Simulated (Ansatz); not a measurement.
CH4BeO (SMILES [CH3][Be][OH]) moved off its minimum; all values from Ansatz (an electronic-structure program), cores frozen in correlated methods.
(charge 0, multiplicity 1)
```xyz
7

Be    -0.08719     0.01786     0.12383
C      0.99634     0.51153    -1.12297
H      1.91015    -0.12003    -1.14353
H      1.23973     1.57789    -0.99147
H      0.51665     0.56087    -2.09379
O     -0.88971    -0.54843     1.16044
H     -1.85542    -0.48117     1.33686
```

Forces at B3LYP/def2-TZVPP (eV/Å):

```tsv
atom	Fx	Fy	Fz
Be1	0.214	-0.197	-0.275
C2	-0.233	0.352	0.664
H3	-0.488	0.551	-0.168
H4	0.452	-0.312	0.326
H5	-0.080	-0.602	-0.368
O6	-1.404	0.315	0.089
H7	1.538	-0.107	-0.268
```

Problem. Give the forces (eV/Å), the total energy and the dipole at CCSD(T)/cc-pVTZ.

Solution. 
| atom | Fx | Fy | Fz |
|---|---|---|---|
| Be1 | 0.134 | -0.184 | -0.243 |
| C2 | -0.161 | 0.345 | 0.619 |
| H3 | -0.456 | 0.541 | -0.178 |
| H4 | 0.463 | -0.266 | 0.335 |
| H5 | -0.109 | -0.603 | -0.413 |
| O6 | -1.432 | 0.244 | 0.194 |
| H7 | 1.560 | -0.078 | -0.315 |
Energy -130.3241 hartree, dipole 1.45 D.
